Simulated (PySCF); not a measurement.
# Electronic structure of Sr⁺ (strontium, charge +1) at the UHF level

Configuration: [Kr] 5s1, 2S determinant. Calculation: PySCF 2.14, in x2c-TZVPall (8s6p6d1f, 63 functions); scalar relativity by spin-free X2C-1e.

| Property | Result |
| --- | --- |
| Total energy | -3177.145131 hartree |
| One-electron energy | -4388.2150 hartree |
| Hartree (Coulomb) energy | 1314.9663 hartree |
| Exchange energy | -103.8964 hartree |
| ⟨S²⟩ | 0.7504 |
| ⟨L²⟩ | 0.000 |
| Sum of ⟨r⟩ | 26.43 bohr |
| Sum of ⟨r²⟩ | 45.07 bohr² |
| Langevin diamagnetic susceptibility | -35.7 ×10⁻⁶ cm³/mol |
| Time after the integrals | 0.19 s of wall time on 1 thread of INTEL(R) XEON(R) PLATINUM 8581C CPU @ 2.30GHz (shared host) |

```tsv
shell	electrons	mean orbital energy (hartree)	rms radius, mean of both spins (bohr)
1s α	1	-595.46337	0.0451
1s β	1	-595.46208	0.0451
2s α	1	-83.32999	0.187
2s β	1	-83.32825	0.187
2p α	3	-73.87431	0.166
2p β	3	-73.87384	0.166
3s α	1	-14.17815	0.523
3s β	1	-14.17466	0.523
3p α	3	-11.02792	0.535
3p β	3	-11.02677	0.535
3d α	5	-5.81109	0.547
3d β	5	-5.81033	0.547
4s α	1	-2.17398	1.45
4s β	1	-2.16415	1.45
4p α	3	-1.31880	1.68
4p β	3	-1.31449	1.68
5s α	1	-0.38510	4.29
```

Densities and radii are taken from the X2C orbitals without a picture-change correction, which distorts them close to the nucleus.
